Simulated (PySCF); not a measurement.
Molfile (atoms numbered from 1):
```
C6H7FN2Si
     RDKit          3D

 17 16  0  0  0  0  0  0  0  0999 V2000
   -2.8178   -2.2193    1.3902 N   0  0  0  0  0  0  0  0  0  0  0  0
   -1.9163   -1.9141    0.7480 C   0  0  0  0  0  0  0  0  0  0  0  0
   -0.8095   -1.5489   -0.0344 C   0  0  0  0  0  0  0  0  0  0  0  0
   -0.3794   -0.2860   -0.1637 C   0  0  0  0  0  0  0  0  0  0  0  0
   -1.0661    0.8534    0.5442 C   0  0  0  0  0  0  0  0  0  0  0  0
   -1.5691    1.7991   -0.4226 C   0  0  0  0  0  0  0  0  0  0  0  0
   -1.9461    2.5334   -1.2124 N   0  0  0  0  0  0  0  0  0  0  0  0
    0.8146    0.0647   -0.9759 C   0  0  0  0  0  0  0  0  0  0  0  0
    2.3951    0.1241    0.1048 Si  0  0  0  0  0  4  0  0  0  0  0  0
    2.1248    1.2411    1.2348 F   0  0  0  0  0  0  0  0  0  0  0  0
   -0.3104   -2.3637   -0.5424 H   0  0  0  0  0  0  0  0  0  0  0  0
   -1.8995    0.4929    1.1540 H   0  0  0  0  0  0  0  0  0  0  0  0
   -0.3527    1.3776    1.1887 H   0  0  0  0  0  0  0  0  0  0  0  0
    0.6666    1.0392   -1.4455 H   0  0  0  0  0  0  0  0  0  0  0  0
    0.9591   -0.6670   -1.7706 H   0  0  0  0  0  0  0  0  0  0  0  0
    2.5648   -1.1117    0.8503 H   0  0  0  0  0  0  0  0  0  0  0  0
    3.5349    0.5972   -0.6574 H   0  0  0  0  0  0  0  0  0  0  0  0
  1  2  3  0
  2  3  1  0
  3  4  2  0
  4  5  1  0
  5  6  1  0
  6  7  3  0
  4  8  1  0
  8  9  1  0
  9 10  1  0
  3 11  1  0
  5 12  1  0
  5 13  1  0
  8 14  1  0
  8 15  1  0
  9 16  1  0
  9 17  1  0
M  END
```

PySCF 2.14 calculation with shielding tensors at PBE0/pcSseg-1 (GIAO) and GFN2-xTB geometry; no solvent model, a single conformation, no relativistic terms, averaged over atoms made equivalent by symmetry, fast rotation or ring inversion.

Scale: 13C (σref 186.93) and 1H (σref 31.72) and 29Si (σref 349.16) vs TMS; 15N (σref 267.73) vs NH3; CFCl3 for 19F (σref 170.95) (reference shieldings calculated alike).

```tsv
atoms	nucleus	count	δ (ppm)
N7	15N	1	?
Si9	29Si	1	13.8
H11	1H	1	5.32
C8	13C	1	29.9
F10	19F	1	-225.5
H14/H15	1H	2	2.35
C2	13C	1	?
C4	13C	1	166.0
C3	13C	1	103.6
N1	15N	1	328.5
C5	13C	1	?
C6	13C	1	120.7
H16/H17	1H	2	?
H12/H13	1H	2	3.67
```

**Question.** Complete the table.

**Answer.** 
- C2: 120.7 ppm, nitrile carbon; typical of a nitrile
- C5: 26.1 ppm, allylic sp3 CH2; aliphatic region, no heteroatom directly attached
- H16/H17: 5.23 ppm, hydrogen on a silicon bonded to C, F
- N7: 303.2 ppm, nitrile nitrogen

Shifts are as computed. Against solution values, carbons near 30 ppm lie about +3 ppm off and those near 130 ppm about +5 ppm. Of 1309 compounds with measured shifts, 239 miss one by over three times the rms of a fit or turn the order of signals round; such compounds aren't used in these exercises. Unscaled 19F shifts against computed CFCl3 carry errors that often reach 10 to 50 ppm. Experimental scales use liquid or dissolved standards, which lie at an offset from isolated NH3 (liquid NH3: subtract about 20 ppm). Unscaled 15N shifts of sp2 nitrogen come out 20 to 40 ppm too high even then.
